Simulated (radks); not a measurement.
Q: These are the eigenvalues of the occupied orbitals of an atom or ion with whole-number occupations (hartree). Calculated with a radial shooting solver on a logarithmic mesh with Libxc functionals: non-relativistic Kohn-Sham, SCAN, spin-unpolarised, spherical densities, point nucleus; meta-GGA in the generalised Kohn-Sham scheme.

orbital  eigenvalue
1s        -575.3385
2s        -77.43112
2p        -70.46047
3s        -12.31744
3p         -9.74008
3d         -5.11449
4s         -1.73939
4p         -1.10059
5s         -0.29886

Which element is it, and in what charge state? The configuration may be excited.

A: Z = 38, strontium, charge +1: Sr+ in [Kr] 5s1. The list shows which subshells hold electrons but not how many an open one holds; the 1s level, -575.34 hartree, gives Z - s = 33.9 by -(Z - s)^2/2, which with screening narrows Z to a few neighbours, and the depths of the outer levels then fix element, charge and occupations together.
